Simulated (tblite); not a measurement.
Compound: C6H16N2.
Cartesian coordinates in Å at the GFN2-xTB level; atoms count from 1:
```xyz
24
C6H16N2 angstrom
C      2.723   -0.266    0.161
N      1.484    0.039   -0.522
N      0.427    0.299    0.384
C      0.359    1.695    0.764
C     -0.824   -0.315   -0.089
C     -0.546   -1.815   -0.239
C     -1.297    0.250   -1.436
C     -1.917   -0.127    0.967
H      2.541   -1.105    0.828
H      3.133    0.566    0.752
H      3.460   -0.557   -0.587
H      1.618    0.819   -1.170
H     -0.363    1.831    1.564
H      1.337    1.992    1.145
H      0.098    2.364   -0.072
H      0.261   -1.972   -0.948
H     -0.251   -2.230    0.720
H     -1.435   -2.330   -0.590
H     -0.535    0.089   -2.195
H     -1.503    1.316   -1.362
H     -2.209   -0.250   -1.750
H     -2.306    0.888    0.967
H     -2.742   -0.803    0.758
H     -1.523   -0.357    1.954
```

Computed values, GFN2-xTB/tblite, gas phase, harmonic and unscaled. Against measured fundamentals such values can be off by several per cent, at times by over 20. One conformer, not necessarily the lowest.

Harmonic wavenumbers (cm⁻¹): 53.5, 103.9, 161.4, 174.1, 191.7, 218.3, 243.6, 257.2, 299.0, 322.5, 343.4, 385.9, 392.8, 462.8, 481.1, 526.4, 748.0, 818.5, 878.5, 946.2, 951.8, 957.6, 973.1, 1023.8, 1028.0, 1076.6, 1098.4, 1115.3, 1152.8, 1159.2, 1202.1, 1235.8, 1249.4, 1263.0, 1387.8, 1391.4, 1393.6, 1409.5, 1413.7, 1416.6, 1476.8, 1479.7, 1486.0, 1489.9, 1492.2, 1497.2, 1499.5, 1509.5, 1512.7, 1518.8, 2840.7, 2870.2, 2998.3, 3013.6, 3024.9, 3030.1, 3030.5, 3036.6, 3038.8, 3042.5, 3043.1, 3046.3, 3048.3, 3051.1, 3065.9, 3218.3.

A = 2767, B = 1554, C = 1340 MHz; mass 116.131 u (most abundant isotopes); point group C1, symmetry number 1.

Question: Zero-point energy?

Answer: ½Σν̃ = 47635 cm⁻¹ = 136.19 kcal/mol.

Question: Give the ideal-gas entropy at 350 K and 1 bar in the rigid-rotor, harmonic-oscillator model (classical rotation).

Answer: Translation 40.99, rotation 28.89, vibration 36.45: S = 106.3 cal/(mol K).

Question: And Cp and H(350 K) − H(0)?

Answer: Cp = 48.21 cal/(mol K), of which vibrations give 40.26 (their classical limit is 66 R = 131.2); H(350 K) − H(0) = 9.81 kcal/mol without the zero-point energy, 7.02 from vibrations.

Question: Blend soft modes into free rotors: weight 1/[1 + (100 cm⁻¹/ν̃)⁴] for the oscillator and the rest for a rotor with moment μB/(μ + B), μ = h/(8π²ν), B = 10⁻⁴⁴ kg m². What vibrational entropy results?

Answer: 34.80 cal/(mol K) in place of 36.45, which changes −T·S at 350 K by +0.58 kcal/mol.

Question: How do the functions run with temperature in this model?

Answer: 
```
 T (K)  S (cal/(mol K))  Cp (cal/(mol K))  H − H(0) (kcal/mol)  G − H(0) (kcal/mol)  ln q(vib)
   150             76.2              26.1                 2.40                -9.04       2.54
   250             92.1              36.9                 5.56               -17.48       5.36
298.15             99.1              42.3                 7.46               -22.08       6.75
   400            113.1              53.9                12.36               -32.89       9.68
   600            138.9              73.6                25.21               -58.14      15.44
   900            172.9              94.0                50.59              -105.05      23.80
```

q(vib) and H(0) count from the zero-point level.

Hindered rotation and anharmonicity are outside this model. Other conformers, if any are populated, would add a mixing term that is left out. The structure is chiral; the term R ln 2 for an equal mix with its mirror image is left out.
